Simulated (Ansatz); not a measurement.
Complex: H2O (SMILES O) (first 3 atoms) with HCl (SMILES Cl); geometry from B3LYP-D3(BJ)/def2-TZVP, rigid monomers moved along the line of their centres of mass till O1···H5 is 1.66 Å.
(charge 0, multiplicity 1):
```xyz
5

O      0.21157     0.56182     0.17731
H      0.72368    -0.15698    -0.20990
H     -0.66149     0.51655    -0.22834
Cl     0.08841     0.38973     3.13225
H      0.16425     0.51006     1.83575
```

Monomers are frozen at their geometry in the pair; levels with a basis set take the counterpoise correction.

Correlated levels freeze the cores.

The values were computed with Ansatz (a first-principles code). Each number belongs to the level named beside it.

**Question.** What is the computed interaction energy (CCSD(T)/aug-cc-pV(T+d)Z)?

**Answer.** -4.1 kcal/mol

**Question.** Predict the interaction energy from PBE0/def2-TZVPPD.

**Answer.** -5.5 kcal/mol

**Question.** Give the interaction energy at the level wB97X-V/def2-TZVPPD.

**Answer.** -4.9 kcal/mol
